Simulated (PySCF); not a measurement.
TaO₂, doublet: structure and spectrum

Level of theory: PySCF, UPBE0, basis Ta def2-TZVP with ECP60, O def2-TZVP (scalar-relativistic core potentials, no spin–orbit coupling, density fitting).

The structure is a minimum.

```xyz
3
charge 0 multiplicity 2, angstrom
Ta    0.0000    0.0000   -0.1559
O     1.3685    0.0000    0.8848
O    -1.3685    0.0000    0.8848
```

| Item | Value |
| --- | --- |
| Point group | C2v |
| Bond lengths | Ta–O 1.719 Å (×2) |
| Bond angles | O–Ta–O 105.5° |
| Enthalpy at 298.15 K above 0 K | 11.08 kJ/mol |
| Spin squared ⟨S²⟩ | 0.760 |
| Highest occupied level (α) | -6.66 eV |
| Dipole moment | 5.53 D |
| Lowest empty level (β) | -3.46 eV |
| Principal polarisabilities | 52.1, 58.6, 68.1 bohr³ |
| Zero-point energy | 13.9 kJ/mol |
| Rotational constants | 0.5726, 0.2814, 0.1887 cm⁻¹ |
| Atomisation energy without zero-point energy | 1418 kJ/mol |
| Heat capacity Cp at 298.15 K | 43.1 J/(mol K) |
| Principal quadrupole moments (Buckingham, traceless) about the centre of mass | -7.53, 2.00, 5.53 D Å |
| Entropy at 298.15 K and 1 bar (electronic part: spin only) | 279.8 J/(mol K) |
| Rotational symmetry number | 2 |

Harmonic modes (masses in u: Ta 180.948, O 15.995):
```tsv
symmetry	ω (cm⁻¹)	IR (km/mol)
a1	345	5.2
b2	959	205
a1	1027	72.1
```

In C2v the vibrations span 2a1 + b2. Here b1 is antisymmetric to the molecular plane and b2 lies in it.

Charges (e):
| atom | Mulliken | Löwdin | polar tensor | spin (Mulliken) | Mayer order to Ta1 |
| --- | --- | --- | --- | --- | --- |
| Ta1 | 0.99 | 0.61 | 1.55 | 1.20 | – |
| O2,3 | -0.50 | -0.30 | -0.78 | -0.10 | 2.16 |

Mulliken populations on Ta1 (electrons outside its core potential): s 2.77, p 6.22, d 2.89, f 0.12.

Outer orbital energies (eV). α occupied: -24.46, -10.81, -10.37, -9.94, -9.53, -9.46, -8.16, -6.66; empty: -2.97, -2.74, -0.59, -0.41. β occupied: -24.99, -24.58, -10.79, -10.43, -10.00, -9.61, -9.49, -8.24; empty: -3.46, -2.00, -1.85, -0.20.

Formally Ta is in oxidation state +4, d1, with 1 unpaired electron. The Mulliken spin on Ta is 1.20. The polar-tensor charge on Ta, 1.55, is far below the formal one.

Only a few start shapes were tried, so a lower isomer may exist. Open d and f shells are described by one determinant, and the ground state may have another occupation or spin. Spin–orbit coupling, left out here, can matter for elements this heavy.

The final relaxation and frequency run took roughly 70 core-seconds on a shared host.
